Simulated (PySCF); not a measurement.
What does the PBE0-D3(BJ)/def2-SVP structure of `CN(C)C1=CC=C(N(C)C)C=C1` (N,N,N',N'-tetramethyl-p-phenylenediamine radical cation) [SMILES of the parent framework; charge +1 and doublet state] look like in three dimensions? (Charge +1 and doublet state.)

```xyz
28
C10H16N2 angstrom
C     -3.6386    0.6280    0.5656
N     -2.7616   -0.1937   -0.2488
C     -3.3545   -1.1339   -1.1827
C     -1.4214   -0.0954   -0.1307
C     -0.5441   -0.9114   -0.9063
C      0.8163   -0.8119   -0.7869
C      1.4185    0.1129    0.1184
N      2.7587    0.2118    0.2363
C      3.6361   -0.6296   -0.5572
C      3.3511    1.1328    1.1897
C      0.5410    0.9264    0.8966
C     -0.8193    0.8273    0.7766
H     -3.4917    1.6985    0.3524
H     -3.4647    0.4522    1.6385
H     -4.6797    0.3745    0.3425
H     -4.4432   -1.0225   -1.1639
H     -3.1090   -2.1731   -0.9118
H     -3.0089   -0.9436   -2.2102
H     -0.9486   -1.6370   -1.6104
H      1.4372   -1.4631   -1.4004
H      3.4389   -0.5038   -1.6325
H      3.5141   -1.6929   -0.2952
H      4.6760   -0.3459   -0.3673
H      3.0624    0.8779    2.2217
H      4.4416    1.0768    1.1148
H      3.0466    2.1699    0.9814
H      0.9455    1.6479    1.6049
H     -1.4404    1.4755    1.3932
```

Any rigid rotation of these coordinates is as good. Atoms count from 1 in this order. C5 (carbon bonded to 2 C and H) is planar (angles 121.5°, 120.3° and 118.3°, sum 360.0°, 0.00 Å off the plane of its three neighbours). N2 (nitrogen bonded to 3 C) is planar (angles 120.7°, 120.6° and 118.7°, sum 360.0°, 0.00 Å off the plane of its three neighbours). C4 (carbon bonded to 2 C and N) is planar (angles 121.5°, 121.4° and 117.1°, sum 360.0°, 0.00 Å off the plane of its three neighbours). The 12 heavy atoms lie in one plane (0.009 Å rms).

Bonds between heavy atoms (Å): C1–N2 1.452, N2–C3 1.452, N2–C4 1.349, C4–C5 1.427, C5–C6 1.369, C6–C7 1.427, C7–N8 1.349, N8–C9 1.452, N8–C10 1.452, C7–C11 1.427, C11–C12 1.369, C4–C12 1.427.

Level of theory: PBE0-D3(BJ)/def2-SVP geometry optimisation, gas phase in PySCF 2.14.0.

Point group: near D2h, missed by 0.15 Å at most; the miss may be what the optimiser left on a soft mode (Cs holds within 0.08 Å). PBE0-D3(BJ)/def2-SVP frequencies: not computed here. ⟨S²⟩ = 0.763 (exact for a doublet: 0.75).
